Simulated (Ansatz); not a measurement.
All numbers were calculated with Ansatz.

A structure relaxed at PBE0-D4/def2-TZVP, charge 0, multiplicity 1:

Cartesian coordinates in Å:
```
F -1.495 -1.789 -1.187
C -1.107 -0.755 -0.442
F -1.315 0.368 -1.182
F -1.967 -0.669 0.593
O 0.139 -0.881 -0.062
Sn 1.252 0.704 0.482
H 1.769 1.411 -0.970
H 0.243 1.692 1.423
H 2.480 -0.082 1.346
```

Q: Give its formula and SMILES.

A: CH3F3OSn, `FC(F)(F)[O][SnH3]`.

Q: Summarise the bond lengths by kind.

A: 3 × C–F 1.333 to 1.361 Å; 1 × C–O 1.309 Å; 1 × O–Sn 2.012 Å; 3 × H–Sn 1.694 to 1.696 Å.
